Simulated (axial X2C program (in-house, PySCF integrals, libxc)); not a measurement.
**Spin–orbit effects down a group: molecules with Be (ions), PBE0**

Computed with an in-house all-electron X2C program for linear molecules (integrals from PySCF), spin-free (one-electron X2C) or two-component (2c: spin–orbit coupling with atomic mean-field Coulomb and Gaunt terms, which also bring small scalar terms), in Dyall basis sets with cores contracted in-house; open shells are unrestricted.

Basis sets: Be dyall-cv3z, O dyall-av3z, S dyall-av3z, Se dyall-cv3z.

```csv
molecule,spin-free state,Re (Å),ωe (cm⁻¹),De (eV),2c state,Re 2c (Å),ωe 2c (cm⁻¹),De 2c (eV)
BeO⁺,"M_S = 1/2, Λ = 1",1.415,1288.9,3.69,Ω = 3/2,1.415,1288.9,3.69
BeS⁺,"M_S = 1/2, Λ = 1",1.835,877.8,3.31,Ω = 3/2,1.835,877.3,3.33
BeSe⁺,"M_S = 1/2, Λ = 1",1.960,745.3,3.15,Ω = 3/2,1.962,740.6,3.19
```

Fragments in 2c: O + Be+, S + Be+, Se + Be+. Each entry is the lowest single determinant of a limited PBE0 search at one distance. De goes to single-determinant-based atoms at the same level (for ions the charge split of lowest energy) and is withheld (n/a) where an atom does not fit its ground term or J level. Main or longest-lived isotopes. Some light 2c atoms are not at their ground J level, so De misses part of their lowering (0.04 eV or less). The functionals have no current term, which raises determinants with orbital currents.
